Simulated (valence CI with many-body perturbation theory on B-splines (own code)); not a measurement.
Values are calculated unless marked as measured or tabulated.
Basis-set convergence for Te XIII

Level of theory: configuration interaction combined with many-body perturbation theory (CI+MBPT): four valence electrons over a frozen Dirac-Fock core [Kr], a basis of 7 s, 7 p, 8 d, 6 f, 4 g, 1 h functions for each j, with the one-electron correlation potential Σ1 (screened to all orders), the two-electron term Σ2, the three-electron term Σ3, Breit, model QED; selected single and double excitations, second order for the rest, scaled by the run's own slope (own B-spline code, finite nucleus).

No measured spectrum was set against this ion. As an estimate, terms of the open shell hold to 2 to 4 % of their energy, and close levels can change places. Only levels of the ground parity were solved; by the run's estimate the other parity begins above the list, which can be wrong where configurations are misplaced.

The reference run has the lowest level 4d⁴ ⁵D_0 and an ionisation energy of 272.822 eV. Its largest variational space holds 19925 state functions.

Names give the largest LS component (configuration and term), which can be under half, so a name can repeat, a term be missing and a line seem to break the LS rules; names also repeat where a configuration has a term twice. Letters in brackets count levels of one name in rising energy.

Changed runs:
A. basis 6 s, 6 p, 5 d, 5 f, 1 g
B. basis 5 s, 5 p, 4 d, 4 f

Excitation energies of the reference run in cm⁻¹, and shifts in cm⁻¹:

| Level | Reference | A | B |
| --- | --- | --- | --- |
| 4d⁴ ⁵D_1 | 4958 | -65 | -151 |
| 4d⁴ ⁵D_2 | 10051 | -91 | -201 |
| 4d⁴ ⁵D_3 | 14600 | -87 | -174 |
| 4d⁴ ⁵D_4 | 18435 | -48 | -68 |
| 4d⁴ ³P_0 [a] | 31768 | +250 | +688 |
| 4d⁴ ³H_4 | 33583 | +187 | +811 |
| 4d⁴ ³G_3 | 40465 | +206 | +929 |
| 4d⁴ ³H_5 | 41020 | +164 | +851 |
| 4d⁴ ³P_1 [a] | 42773 | +254 | +901 |
| 4d⁴ ³F_2 [a] | 42863 | +266 | +1032 |
| 4d⁴ ³H_6 | 44674 | +187 | +922 |
| 4d⁴ ³G_4 | 48572 | +180 | +868 |
| Ionisation energy (eV) | 272.822 | -0.047 | -0.108 |
